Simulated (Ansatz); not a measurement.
Molecule: InH2, charge -1, multiplicity 1. 
Coordinates optimised at B3LYP-D3(BJ)/def2-TZVP (Ansatz, a quantum-chemistry and plane-wave program):
```xyz
3

In     0.0476     0.0098     0.0174
H     -0.9129    -1.5929    -0.3616
H     -1.4198     1.1147    -0.4931
```
Charge -1, spin multiplicity 1.

Basis-set convergence of Hartree-Fock and MP2 correlation energies (hartree) with Ansatz. Correlated levels leave the core frozen unless marked. No spin-orbit coupling. Frozen are the shells of the preceding noble gas and the d and f shells that filled before the atom's block. In def2 rows, elements after Kr have scalar-relativistic effective core potentials. This anion needs diffuse functions, which these sets lack.

The Hartree-Fock reference is unstable (checked in the largest basis), which strains HF and MP2. 

| basis | functions | E(HF) | E(corr, MP2) |
|---|---|---|---|
| def2-SVP | 36 | -190.32724 | -0.06902 |
| def2-TZVPP | 78 | -190.33778 | -0.08702 |
| def2-QZVPP | 142 | (withheld) | (withheld) |

Problem. What belongs in the gaps?

Solution. 
- def2-QZVPP, E(HF): -190.34038
- def2-QZVPP, E(corr, MP2): -0.09325
